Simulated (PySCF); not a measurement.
Computed IR spectrum (relative IR intensity) of a molecule C3H7ClOSi. Coordinates come from a PBE-D3(BJ)/def2-SVP optimisation. Other conformers were not sampled. Calculation: PBE-D3(BJ)/def2-SVP (PySCF 2.14.0). Frequencies are harmonic and unscaled.

Lines under 2 % of the strongest are left out, and lines within 2 cm⁻¹ are merged.

| ν (cm⁻¹) | relative intensity |
|---|---|
| 169 | 3.5 |
| 224 | 2.8 |
| 246 | 31 |
| 273 | 12 |
| 344 | 9.5 |
| 402 | 8.9 |
| 538 | 8.3 |
| 650 | 21 |
| 691 | 9.4 |
| 701 | 18 |
| 738 | 9.4 |
| 750 | 29 |
| 802 | 12 |
| 832 | 100 |
| 850 | 92 |
| 877 | 15 |
| 914 | 39 |
| 1061 | 10 |
| 1216 | 17 |
| 1325 | 6.3 |
| 1378 | 3.2 |
| 1617 | 11 |
| 2146 | 70 |
| 3768 | 38 |

Q: Which structure fits?
A. C=C(Cl)[Si@@H](C)O
B. OC1([SiH2]Cl)CC1
C. C/C=C/O[SiH2]Cl
D. C=CO[Si@H](C)Cl

A: A, C=C(Cl)[Si@@H](C)O
